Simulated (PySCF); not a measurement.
**AlAs⁺: frontier orbitals**

revPBE at R = 2.591 Å; PySCF, no relativity, basis sets Al def2-TZVPPD, As def2-TZVPPD. State: ⁴Σ⁻ (quartet), unpaired electrons σ ↑, π ↑↑. Only the outer orbitals are listed, counted within each symmetry.

| spin | orbital | occ. | ε (eV) | on Al (%) | main shells (%) |
| --- | --- | --- | --- | --- | --- |
| α | 10σ | 1 | -20.84 | 2 | 96 As s |
| α | 11σ | 1 | -14.58 | 65 | 65 Al s, 27 As p |
| α | 5π | 1 | -11.75 | 9 | 90 As p |
| α | 5π | 1 | -11.75 | 9 | 90 As p |
| α | 12σ | 1 | -11.53 | 53 | 47 As p, 27 Al p, 25 Al s |
| α | 6π | 0 | -8.20 | 89 | 89 Al p |
| α | 6π | 0 | -8.20 | 89 | 89 Al p |
| α | 13σ | 0 | -6.13 | 69 | 52 Al p, 15 As p, 14 Al d |
| β | 10σ | 1 | -18.86 | 10 | 89 As s |
| β | 11σ | 1 | -13.62 | 74 | 73 Al s, 18 As p, 8 As s |
| β | 12σ | 0 | -9.97 | 51 | 48 As p, 30 Al p, 19 Al s |
| β | 5π | 0 | -9.76 | 26 | 73 As p, 23 Al p |
| β | 5π | 0 | -9.76 | 26 | 73 As p, 23 Al p |

Task: Which are the highest filled and the lowest empty level, where do they sit, and how wide is the gap?

Result: Highest filled α 12σ at -11.53 eV (in %: 47 As p, 27 Al p, 25 Al s); lowest empty β 12σ at -9.97 eV (in %: 48 As p, 30 Al p, 19 Al s); the gap at revPBE is 1.56 eV.

- bond order (Mayer): 1.04
- ⟨S²⟩: 3.756
- charge on Al (Mulliken, basis-dependent): 0.76
- charge on Al (Löwdin, basis-dependent): 0.50
- dipole moment (positive dipole points towards As; it is taken about the centre of mass and depends on that origin): -5.02 D

Spin–orbit coupling is left out. The state is the lowest determinant that a PBE0 search found; another state may lie lower at other levels.
